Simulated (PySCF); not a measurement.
C2H7ClOSi, SMILES C[C@@H](O)[SiH2]Cl. The structure is a stationary point at PBE0-D3(BJ)/def2-SVP. The structure was generated by enumeration; whether it is a known compound was not checked. One conformer was computed; it need not be the lowest.

Task: Give the equilibrium geometry at PBE0-D3(BJ)/def2-SVP (PySCF confirms it by a frequency run) as Cartesian coordinates in Å. (An estimate is asked for; the answer gives what the named calculation found.)

Result: This is not unique; one that fits is 
```xyz
12

C     -2.3252    -0.6202     0.7186
C     -1.2059     0.1506     0.0334
O     -1.1250     1.4921     0.4764
Si     0.4808    -0.7051     0.2216
Cl     1.9025     0.2490    -0.9391
H     -2.1257    -0.7524     1.7961
H     -2.4585    -1.6211     0.2795
H     -3.2732    -0.0688     0.6198
H     -1.4225     0.2106    -1.0472
H     -0.9417     1.4848     1.4229
H      0.4345    -2.1409    -0.1827
H      0.9011    -0.5929     1.6514
```
